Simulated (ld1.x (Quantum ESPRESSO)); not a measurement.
PBE RRKJ dataset for Br (Z = 35), scalar-relativistic all-electron reference.

| Item | Value |
| --- | --- |
| Element | Br (Z = 35) |
| Generator | ld1.x (Quantum ESPRESSO) 7.5 |
| Type | norm-conserving RRKJ (Kleinman–Bylander form) |
| Functional | PBE |
| Relativity | scalar-relativistic |
| Frozen core | [Ar] |
| Valence charge | 17 |
| Reference configuration | 3d10 4s1.75 4p5.25 |
| Partial waves | 4s (bound): rc 1.40 bohr; 3d (bound): rc 0.55 bohr; 4p (bound): rc 1.15 bohr |
| Local potential | the p channel |
| Core correction | a·sin(br)/r model core inside 0.55 bohr |
| rho0 | 0.001 |

Does the generator finish with these settings?

Yes, a potential is produced.

Does the potential have ghost states?

Ghost state, extra bound levels that the all-electron valence spectrum of the same l lacks: s at -401.9 eV (other channels not judged). A true bound ghost makes a file unfit for plane-wave use.

Tests: 3d10 4s2 4p5; 3d10 4s2 4p4; 3d10 4s2 4p3; 3d10 4s2 4p2; 3d9 4s2 4p5; 3d10 4s1 4p5; 3d9 4s2 4p6. Which has the largest error in its energy relative to the reference configuration, and how large is it?

3d9 4s2 4p6, with -1009 meV (all-electron minus pseudo) on +61.24 eV.
